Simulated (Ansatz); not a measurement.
`O[Si@H](F)C[Si@@H](O)F` from Hartree–Fock to CCSD(T)

```xyz
13

O    -2.542   -0.190    1.210
Si   -1.304    0.454    0.369
F    -0.426    1.392    1.344
C    -0.120   -0.797   -0.316
Si    1.511   -0.105   -0.883
O     2.293    0.648    0.329
F     1.181    0.916   -2.071
H    -2.370   -0.863    1.870
H    -1.917    1.325   -0.648
H    -0.605   -1.319   -1.149
H     0.093   -1.547    0.456
H     2.439   -1.118   -1.420
H     1.765    1.204    0.910
```

Total charge 0; spin multiplicity 1. The geometry is a stationary point of PBE0-D4/def2-TZVP. It is one conformer, not always the lowest. Frozen core, restricted reference, the Gaussian-basis code of Ansatz. CBS rows extrapolate triple and quadruple zeta; past MP2 they add the triple-zeta difference.

```tsv
basis	HF (Eh)	MP2 corr.
def2-TZVPP	-968.31299	-1.38831
def2-QZVPP	-968.35075	-1.50758
```

Q: Estimate the CCSD correlation energy and the (T) correction in each basis where they were run (hartree).

A: 
```json
{"basis": "def2-TZVPP", "CCSD corr.": "-1.42082", "(T)": "-0.04730"}
{"basis": "CBS(def2)", "CCSD corr.": "-1.62844", "(T)": "as TZ"}
```
